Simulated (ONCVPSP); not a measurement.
**Fe: excitation energies, all-electron against ONCV**

```json
{
 "Element": "Fe",
 "Generator": "ONCVPSP 4.0.1",
 "Type": "optimised norm-conserving Vanderbilt (ONCV)",
 "Functional": "PBE",
 "Relativity": "scalar-relativistic",
 "Frozen core": "[Ne]",
 "Valence charge": "16",
 "Reference configuration": "3s2 3p6 3d6 4s1 (charge +1)",
 "Partial waves": "3s+4s: rc 1.20 bohr, ncon 4, nbas 7, qcut 12.6 1/bohr, 2 projectors; 3p: rc 0.90 bohr, ncon 4, nbas 7, qcut 10.9 1/bohr, 2 projectors, debl 2.3 Ha; 3d: rc 1.40 bohr, ncon 4, nbas 8, qcut 10.3 1/bohr, 2 projectors, debl 2.6 Ha",
 "Local potential": "polynomial inside 0.65 bohr (lpopt 5, dvloc0 0 Ha)",
 "Core correction": "none"
}
```

In the p channel the program set the typed energies aside and used -2.520, 0.250 Ha.

Energies are relative to the spin-unpolarised reference configuration 3s2 3p6 3d6 4s1; without spin polarisation the order of configurations can differ from experiment.

| valence configuration | charge | ΔE all-electron (eV) | error AE − PS (meV) |
| --- | --- | --- | --- |
| 3s2 3p6 3d6 4s0 | +2 | 16.203 | +0.5 |
| 3s2 3p6 3d5 4s0 | +3 | 50.426 | +23 |

Q: What are ΔE and the potential's error for 3s2 3p6 3d6 4s2?

A: ΔE = -8.729 eV all-electron; the error (AE − PS) is +1.7 meV.

Q: What are ΔE and the potential's error for 3s2 3p6 3d6.5 4s1.5?

A: ΔE = -9.457 eV all-electron; the error (AE − PS) is +1.3 meV.
